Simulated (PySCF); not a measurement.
Isomers of C6H15NSi. Method: PySCF 2.14.0, PBE0-D3(BJ)/def2-SVP geometry optimisation, gas phase. Energies are electronic, without zero-point or thermal terms, for one conformer each. No frequencies were run at this level. Point groups hold within 0.08 Å.

Task: Rank from lowest to highest electronic energy at this level (kcal/mol).
A. `[CH3:1][CH2:2][CH2:3][C@H:4]1[CH2:5][NH:6][SiH2:7][CH2:8]1` with C1–C2–C3–C4 176°, C2–C3–C4–C5 60°, C3–C4–C5–N6 167°, C4–C5–N6–Si7 -26°, C5–N6–Si7–C8 4°, N6–Si7–C8–C4 19°
B. `[CH3:1][CH:2]([CH3:3])[C@@H:4]1[CH2:5][CH2:6][NH:7][SiH2:8]1` with C1–C2–C4–C5 -59°, C2–C4–C5–C6 -164°, C4–C5–C6–N7 42°, C5–C6–N7–Si8 -25°, C6–N7–Si8–C4 3°
C. `[CH3:1]/[N:2]=[CH:3]\[SiH2:4][C:5]([CH3:6])([CH3:7])[CH3:8]` with N2–C3–Si4–C5 179°
D. `[NH2:1][CH2:2][C@@H:3]1[CH2:4][CH2:5][CH2:6][SiH2:7][CH2:8]1` with H–N1–C2–C3 -79° and 163°, N1–C2–C3–C4 63°, C2–C3–C4–C5 172°, C3–C4–C5–C6 66°, C4–C5–C6–Si7 -56°, C5–C6–Si7–C8 44°
E. `[CH3:1][CH:2]([CH3:3])[C@@H:4]1[CH2:5][NH:6][SiH2:7][CH2:8]1` with C1–C2–C4–C5 -54°, C2–C4–C5–N6 -166°, C4–C5–N6–Si7 26°, C5–N6–Si7–C8 -4°, N6–Si7–C8–C4 -18°

Result: E (0.0), A (0.4), B (0.9), D (8.8), C (37.6).

As drawn, the lowest has an N–H bond, which the highest lacks; the highest has a C=N bond, which the lowest lacks. Neighbours under 2.5 kcal/mol apart (CC(C)[C@@H]1CN[SiH2]C1 and CCC[C@H]1CN[SiH2]C1; CCC[C@H]1CN[SiH2]C1 and CC(C)[C@@H]1CCN[SiH2]1) can change places with a better method, another conformer or zero-point energy.

```tsv
SMILES	E (Eh)	E rel (kcal/mol)	dipole (D)	point group	A, B, C (MHz)
CC(C)[C@@H]1CN[SiH2]C1	-581.18357	0.0	0.98	C1	3321, 1040, 835.1
CCC[C@H]1CN[SiH2]C1	-581.18295	0.4	1.02	C1	4730, 756.9, 682.1
CC(C)[C@@H]1CCN[SiH2]1	-581.18215	0.9	0.93	C1	2847, 1200, 895.3
NC[C@@H]1CCC[SiH2]C1	-581.16947	8.8	2.15	C1	2769, 1134, 919.0
C/N=C\[SiH2]C(C)(C)C	-581.12363	37.6	1.38	–	3313, 836.3, 794.1
```

Task: How do the relative energies change in single points at PBE0/pcSseg-1 (no added dispersion term) on the same geometries?

Result: 
| SMILES | PBE0-D3(BJ)/def2-SVP (kcal/mol) | PBE0/pcSseg-1 (kcal/mol) | shift |
| --- | --- | --- | --- |
| CC(C)[C@@H]1CN[SiH2]C1 | 0.0 | 0.0 | 0.0 |
| CCC[C@H]1CN[SiH2]C1 | 0.4 | 0.1 | -0.3 |
| CC(C)[C@@H]1CCN[SiH2]1 | 0.9 | 1.2 | +0.3 |
| NC[C@@H]1CCC[SiH2]C1 | 8.8 | 9.5 | +0.7 |
| C/N=C\[SiH2]C(C)(C)C | 37.6 | 35.4 | -2.2 |

Each column counts from its own lowest isomer. The order is unchanged; the largest shift is 2.2 kcal/mol.

Task: As an exercise, what shares would exp(−E/RT) give at 2000 K from these electronic energies alone (no entropy, no degeneracies)?

Result: RT = 3.974 kcal/mol: CC(C)[C@@H]1CN[SiH2]C1 35.5 %, CCC[C@H]1CN[SiH2]C1 32.2 %, CC(C)[C@@H]1CCN[SiH2]1 28.4 %, NC[C@@H]1CCC[SiH2]C1 3.8 %, C/N=C\[SiH2]C(C)(C)C under 0.1 %.
